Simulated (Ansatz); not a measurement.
Calculated with Ansatz (gas phase, PBE0-D4/def2-TZVP geometries, no zero-point term in ΔE). CBS: MP2 limit from def2 TZ/QZ plus the TZ coupled-cluster correction, frozen cores. This one scheme is used for every species. DFT in def2-TZVPP. B3LYP here is the variant with VWN-RPA as its local correlation; programs differ in this. For Ge outer-core shells are correlated without core-valence functions, which leaves a few kJ/mol of doubt a bond. Scalar relativity is left out up to krypton. Each species was taken in one conformer, which may not be the lowest.

`[OH][GeH2][SiH](O)F` + `N[SiH3]` → `O[SiH](F)N[SiH3]` + `[OH][GeH3]`  (cleavage of the Si–Ge bond)

`[OH][GeH2][SiH](O)F`:

Cartesian coordinates in Å:
```
O 1.811 1.052 -0.658
Ge 0.059 1.348 -0.461
Si -0.841 -0.712 0.354
O 0.521 -1.607 0.539
F -1.815 -1.394 -0.717
H 2.037 0.168 -0.356
H -0.504 1.770 -1.829
H -0.121 2.507 0.539
H -1.623 -0.670 1.617
H 0.476 -2.461 0.973
```

`N[SiH3]`:

Cartesian coordinates in Å:
```
N 0.600 0.837 -0.279
Si -0.370 -0.471 0.274
H 0.199 1.531 -0.888
H 1.567 0.676 -0.511
H -1.641 0.092 0.799
H -0.729 -1.498 -0.750
H 0.375 -1.168 1.355
```

`O[SiH](F)N[SiH3]`:

```xyz
11

O     0.660    0.735   -2.374
Si   -0.421    0.561   -1.170
F    -1.248   -0.798   -1.312
N     0.303    0.433    0.369
Si   -0.016   -0.728    1.620
H     1.403    0.129   -2.407
H    -1.355    1.685   -1.341
H     0.971    1.150    0.611
H     0.535   -2.070    1.297
H     0.643   -0.226    2.854
H    -1.475   -0.871    1.854
```

`[OH][GeH3]`:

Cartesian coordinates in Å:
```
O 0.871 -0.138 1.051
Ge -0.329 0.184 -0.227
H 1.426 -0.896 0.854
H -1.096 1.410 0.276
H -1.259 -1.034 -0.393
H 0.387 0.474 -1.560
```

```csv
level,ΔE (kcal/mol),difference from CCSD(T)/CBS
PBE-D4,-16.0,4.9
r2SCAN-D4,-19.9,1.0
PBE0-D4,-18.2,2.7
B3LYP-D4,-19.7,1.2
ωB97X-V,-20.2,0.7
ωB97M-V,-21.0,-0.1
B2PLYP,-20.8,0.1
PBE,-15.7,5.2
r2SCAN,-19.8,1.1
PBE0,-17.9,3.0
B3LYP,-19.3,1.6
HF/def2-TZVPP,-25.0,-4.1
MP2/def2-TZVPP,-22.5,-1.6
SCS-MP2/def2-TZVPP,-22.8,-1.9
CCSD/def2-TZVPP,-22.0,-1.1
CCSD(T)/def2-TZVPP,-21.5,-0.6
HF/def2-QZVPP,-25.4,-4.5
MP2/def2-QZVPP,-22.3,-1.4
SCS-MP2/def2-QZVPP,-22.7,-1.8
HF/CBS(def2),-25.5,-4.6
MP2/CBS(def2),-21.9,-1.0
CCSD/CBS(def2),-21.3,-0.4
CCSD(T)/CBS,-20.9,0
```

Largest T1 diagnostic among the species: 0.012.

From PBE to PBE0 (25 % exact exchange), in def2-TZVPP and without D4, ΔE moves by −2.2 kcal/mol. In def2-TZVPP, CCSD(T) changes the Hartree–Fock value by +3.4 kcal/mol (the triples alone add +0.4 kcal/mol) and MP2 by +2.5 kcal/mol.
